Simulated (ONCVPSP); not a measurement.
Hg (Z = 80), ONCV: configuration errors across variants

- Element: Hg
- Generator: ONCVPSP 4.0.1
- Type: optimised norm-conserving Vanderbilt (ONCV)
- Functional: PBE
- Relativity: non-relativistic
- Frozen core: [Xe]
- Valence charge: 26
- Reference configuration: 4f14 5d10 6s1.75 6p0.25
- Partial waves: 6s: rc 2.70 bohr, ncon 4, nbas 9, qcut 2.4 1/bohr, 3 projectors, debl 3.4 Ha; 6p: rc 3.75 bohr, ncon 4, nbas 8, qcut 2.6 1/bohr, 1 projector; 5d: rc 1.50 bohr, ncon 4, nbas 7, qcut 7 1/bohr, 1 projector; 4f: rc 0.55 bohr, ncon 4, nbas 9, qcut 31.5 1/bohr, 2 projectors, debl 4 Ha
- Local potential: polynomial inside 0.45 bohr (lpopt 1, dvloc0 2 Ha)
- Core correction: Teter function fitted to the true core (icmod 2), fcfact 0.45

In the f channel the program set the typed energies aside and used -4.111, 0.250 Ha.

All-electron excitation energies from the reference (eV): (1) 4f14 5d10 6s2 6p0 -1.000; (2) 4f14 5d10 6s1 6p0 7.673; (3) 4f14 5d9 6s2 6p0 16.863.

A true bound ghost makes a file unfit for plane-wave use even where its test errors are small: the radial tests pick states by their node count and pass the ghost by.

Errors AE − PS in meV (a dash: test not solved or not reliable):

```csv
change,(1),(2),(3),bound ghosts,GHOST(+) flags above zero
base,+0.1,-1.9,-51,"s, p, d",s
p: rc 2.74,-0.2,-0.3,-46,"s, p, d",s
p: rc 3.26,0.0,-0.8,-48,"s, p, d",s
p: rc 3.6,+0.1,-1.5,-50,"s, p, d",s
p: rc 4.14,+0.3,-2.8,-54,"s, p, d",s
p: rc 4.52,+0.4,-3.9,-56,"s, p, d",s
p: rc 5.38,+0.7,-5.9,-61,"s, p, d",s
```

Question: Give the same row for: p: rc 4.86.

Answer: +0.5, -4.7, -58; bound ghosts: s, p, d; GHOST(+) flags above zero: s.
